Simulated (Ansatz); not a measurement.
One change: `N[Si](N)([AlH2])[SiH3]` becomes `N[Si](N)([SiH3])[SiH3]`.

Ansatz, PBE0-D4/def2-TZVP geometries, multiplicity 1. Each molecule was computed in one conformer, which needn't be the lowest.

```
                                        property  `N[Si](N)([AlH2])[SiH3]`
             LUMO energy (B3LYP/def2-TZVPP) / eV                     -2.16
            HOMO–LUMO gap (PBE0/def2-TZVPP) / eV                      4.25
         HOMO–LUMO gap (ωB97M-V/def2-TZVPP) / eV                      7.82
           HOMO energy (ωB97M-V/def2-TZVPP) / eV                     -8.20
               LUMO energy (PBE/def2-TZVPP) / eV                     -2.72
size of the dipole moment (B3LYP/def2-TZVPP) / D                      1.48
```

Task: What does the change do to each property? (Best estimate.)

Result: The calculation gave: 
```csv
property,`N[Si](N)([SiH3])[SiH3]`,shift
LUMO energy (B3LYP/def2-TZVPP) / eV,-0.36,1.80
HOMO–LUMO gap (PBE0/def2-TZVPP) / eV,6.45,2.20
HOMO–LUMO gap (ωB97M-V/def2-TZVPP) / eV,10.15,2.33
HOMO energy (ωB97M-V/def2-TZVPP) / eV,-8.68,-0.48
LUMO energy (PBE/def2-TZVPP) / eV,-0.99,1.73
size of the dipole moment (B3LYP/def2-TZVPP) / D,1.38,-0.10
```

With PBE0 the HOMO falls by 0.41 eV and the LUMO rises by 1.79 eV, so the gap widens by about 2.20 eV. PBE moves the HOMO by -0.34 eV and ωB97M-V by -0.48 eV. Dipoles are sizes alone; their direction can turn.

B3LYP here is the variant with VWN-RPA as its local correlation; programs differ in this.
